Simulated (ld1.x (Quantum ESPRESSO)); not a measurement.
**Eu: one change to a TM potential, before and after**

```json
{"Element": "Eu (Z = 63)", "Generator": "ld1.x (Quantum ESPRESSO) 7.5", "Type": "norm-conserving Troullier–Martins (Kleinman–Bylander form)", "Functional": "PBEsol", "Relativity": "scalar-relativistic", "Frozen core": "[Kr] 4d10 5s2", "Valence charge": "15", "Reference configuration": "4f7 5p6 5d0.5 6s1.5 6p0", "Partial waves": "5p (bound): rc 2.50 bohr; 5d (bound): rc 2.40 bohr; 4f (bound): rc 0.80 bohr; 6s (bound): rc 3.65 bohr", "Local potential": "the s channel", "Core correction": "none"}
```

Change: functional PBE.

Cutoffs: the cutoffs (Ry, on a coarse ladder) from which the occupation-weighted sum of valence levels, in a spherical-Bessel basis at the reference potential, stays within 10 and 1 mRy of its value at 400 Ry; they do not see the model core or the augmentation charge, which bear on the density cutoff. Errors are all-electron minus pseudo energies relative to the spin-unpolarised reference configuration.

Task: How do hardness, ghosts and transferability respond?

Result: Of the 7 tests that both files solve, the error grows in 2 and shrinks in 1 by more than 15 % and 0.3 meV (median size 16.9 → 12.6 meV); neither file shows a bound ghost.

| quantity | base | changed |
| --- | --- | --- |
| cutoff, loose | over 300 Ry | over 300 Ry |
| cutoff, tight | over 300 Ry | over 300 Ry |
| bound ghosts | none | none |
| error for 4f7 5p6 5d0 6s2 6p0, meV [ΔE -1.06 eV] | -1.9 | -1.8 |
| error for 4f7 5p6 5d0 6s1 6p0, meV [ΔE 4.97 → 4.96 eV] | +0.9 | +2.2 |
| error for 4f7 5p6 5d0 6s0 6p0, meV [ΔE 16.11 → 16.19 eV] | -5.0 | +6.9 |
| error for 4f7 5p6 5d0 6s1 6p1, meV [ΔE 1.46 → 1.44 eV] | -287 | -284 |
| error for 4f7 5p6 5d0 6s0 6p2, meV [ΔE 4.09 → 4.07 eV] | -670 | -668 |
| error for 4f7 5p6 5d1 6s0 6p0, meV [ΔE 6.52 → 6.54 eV] | -17 | -13 |
| error for 4f7 5p6 5d0 6s0 6p1, meV [ΔE 8.18 → 8.17 eV] | -502 | -506 |
| s: phases at 3.96 bohr within 0.05 rad from the reference energy up to (Ry; the scan ends near 5) | 1.1 | 1.1 |
| p: phases at 3.96 bohr within 0.05 rad from the reference energy up to (Ry; the scan ends near 5) | -0.4 | -0.4 |
| d: phases at 3.96 bohr within 0.05 rad from the reference energy up to (Ry; the scan ends near 5) | 0.8 | 0.8 |
| f: phases at 3.96 bohr within 0.05 rad from the reference energy up to (Ry; the scan ends near 5) | 0.3 | n/a |
